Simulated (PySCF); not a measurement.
```xyz
4
charge 0 multiplicity 1, angstrom
Nb    0.0000    0.3687    0.5925
N     0.0000   -0.3712    2.0555
Br    2.1248   -0.1820   -0.5287
Br   -2.1248   -0.1820   -0.5287
```

These are results of PBE0/[Nb def2-SVP with ECP28, N def2-SVP, Br def2-SVP], scalar-relativistic core potentials, density fitting, no spin–orbit coupling, PySCF, not measurements.

This geometry of NbNBr₂ is a stationary point at this level.

What is the point group?

Cs.

Is it a minimum?

Yes: all harmonic wavenumbers are real, though the softest, 52 cm⁻¹, leaves little margin.

Which band is strongest in the infrared?

1159 cm⁻¹ (a'), 110 km/mol.

What are the dipole moment and the gap between the highest occupied and lowest empty levels?

4.00 D and 4.12 eV.

What is the atomisation energy, with and without zero-point energy?

1347 kJ/mol without, 1334 kJ/mol with.

Stability towards spin polarisation was not tested. This need not be the most stable arrangement of these atoms.
